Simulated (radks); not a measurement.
Minus the highest occupied eigenvalue as an estimate of the ionisation energy, I20+ to I39+. The LB94 potential has the -1/r tail that LDA and GGA lack but no energy functional. Method: Dirac Kohn-Sham, LB94 model potential, spin-unpolarised, spherical densities, finite nucleus; open shells fill j = l - 1/2 first; Fermi nuclear charge, rms radius 4.75 fm; computed with a radial shooting solver on a logarithmic mesh with Libxc functionals.

[
 {"species": "I20+", "configuration": "[Ar] 3d10 4s2 4p3", "HOMO": "4p3/2", "-e(HOMO) (eV)": "603.91", "<r> (bohr)": "0.693", "IE, NIST (eV)": "601", "kind": "theory"},
 {"species": "I21+", "configuration": "[Ar] 3d10 4s2 4p2", "HOMO": "4p1/2", "-e(HOMO) (eV)": "653.93", "<r> (bohr)": "0.667", "IE, NIST (eV)": "649", "kind": "theory"},
 {"species": "I22+", "configuration": "[Ar] 3d10 4s2 4p1", "HOMO": "4p1/2", "-e(HOMO) (eV)": "689.19", "<r> (bohr)": "0.660", "IE, NIST (eV)": "683", "kind": "theory"},
 {"species": "I23+", "configuration": "[Ar] 3d10 4s2", "HOMO": "4s1/2", "-e(HOMO) (eV)": "774.55", "<r> (bohr)": "0.646", "IE, NIST (eV)": "762", "kind": "theory"},
 {"species": "I24+", "configuration": "[Ar] 3d10 4s1", "HOMO": "4s1/2", "-e(HOMO) (eV)": "811.51", "<r> (bohr)": "0.639", "IE, NIST (eV)": "800.8", "kind": "semi-emp."},
 {"species": "I25+", "configuration": "[Ar] 3d10", "HOMO": "3d5/2", "-e(HOMO) (eV)": "1387.3", "<r> (bohr)": "0.281", "IE, NIST (eV)": "1397", "kind": "theory"},
 {"species": "I26+", "configuration": "[Ar] 3d9", "HOMO": "3d5/2", "-e(HOMO) (eV)": "1466.1", "<r> (bohr)": "0.278", "IE, NIST (eV)": "1472", "kind": "theory"},
 {"species": "I27+", "configuration": "[Ar] 3d8", "HOMO": "3d5/2", "-e(HOMO) (eV)": "1546.4", "<r> (bohr)": "0.274", "IE, NIST (eV)": "1553", "kind": "theory"},
 {"species": "I28+", "configuration": "[Ar] 3d7", "HOMO": "3d5/2", "-e(HOMO) (eV)": "1628.4", "<r> (bohr)": "0.271", "IE, NIST (eV)": "1639", "kind": "theory"},
 {"species": "I29+", "configuration": "[Ar] 3d6", "HOMO": "3d5/2", "-e(HOMO) (eV)": "1711.9", "<r> (bohr)": "0.267", "IE, NIST (eV)": "1720", "kind": "theory"},
 {"species": "I30+", "configuration": "[Ar] 3d5", "HOMO": "3d5/2", "-e(HOMO) (eV)": "1796.9", "<r> (bohr)": "0.264", "IE, NIST (eV)": "1812", "kind": "theory"},
 {"species": "I31+", "configuration": "[Ar] 3d4", "HOMO": "3d3/2", "-e(HOMO) (eV)": "1898.7", "<r> (bohr)": "0.258", "IE, NIST (eV)": "1911", "kind": "theory"},
 {"species": "I32+", "configuration": "[Ar] 3d3", "HOMO": "3d3/2", "-e(HOMO) (eV)": "1987.6", "<r> (bohr)": "0.255", "IE, NIST (eV)": "1999", "kind": "theory"},
 {"species": "I33+", "configuration": "[Ar] 3d2", "HOMO": "3d3/2", "-e(HOMO) (eV)": "2078.0", "<r> (bohr)": "0.252", "IE, NIST (eV)": "2093", "kind": "theory"},
 {"species": "I34+", "configuration": "[Ar] 3d1", "HOMO": "3d3/2", "-e(HOMO) (eV)": "2169.9", "<r> (bohr)": "0.249", "IE, NIST (eV)": "2181", "kind": "theory"},
 {"species": "I35+", "configuration": "[Ar]", "HOMO": "3p3/2", "-e(HOMO) (eV)": "2426.1", "<r> (bohr)": "0.283", "IE, NIST (eV)": "2431", "kind": "theory"},
 {"species": "I36+", "configuration": "[Ne] 3s2 3p5", "HOMO": "3p3/2", "-e(HOMO) (eV)": "2508.7", "<r> (bohr)": "0.281", "IE, NIST (eV)": "2510", "kind": "theory"},
 {"species": "I37+", "configuration": "[Ne] 3s2 3p4", "HOMO": "3p3/2", "-e(HOMO) (eV)": "2592.2", "<r> (bohr)": "0.278", "IE, NIST (eV)": "2598", "kind": "theory"},
 {"species": "I38+", "configuration": "[Ne] 3s2 3p3", "HOMO": "3p3/2", "-e(HOMO) (eV)": "2676.5", "<r> (bohr)": "0.276", "IE, NIST (eV)": "2680", "kind": "theory"},
 {"species": "I39+", "configuration": "[Ne] 3s2 3p2", "HOMO": "3p1/2", "-e(HOMO) (eV)": "2839.8", "<r> (bohr)": "0.266", "IE, NIST (eV)": "2836", "kind": "theory"}
]

Reference values: NIST Atomic Spectra Database (exp. = measured, semi-emp. = semi-empirical, theory = theoretical value adopted there). Spin polarisation and multiplet splitting are left out.

Beside tabulated values, note that spin-unpolarised runs miss the spin-polarisation part of the exchange energy of open shells.
